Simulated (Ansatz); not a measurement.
H2OSe (SMILES O[SeH]) moved off its minimum; all values from Ansatz (an electronic-structure program), cores frozen in correlated methods.
(charge 0, multiplicity 1)
```xyz
4

Se    -0.2691    -0.0808     0.3152
H     -1.3448    -0.3678    -0.6920
O      1.0537     0.1867    -0.9384
H      1.0821     1.1196    -1.2084
```

### Question
Give the forces (eV/Å), the total energy and the dipole at CCSD(T)/aug-cc-pVTZ.

### Answer

```json
[
 {"atom": "Se1", "Fx": "0.088", "Fy": "0.188", "Fz": "-0.880"},
 {"atom": "H2", "Fx": "0.295", "Fy": "0.077", "Fz": "0.382"},
 {"atom": "O3", "Fx": "-0.112", "Fy": "0.022", "Fz": "0.167"},
 {"atom": "H4", "Fx": "-0.271", "Fy": "-0.286", "Fz": "0.330"}
]
```
Energy -2476.3677 hartree, dipole 1.47 D.
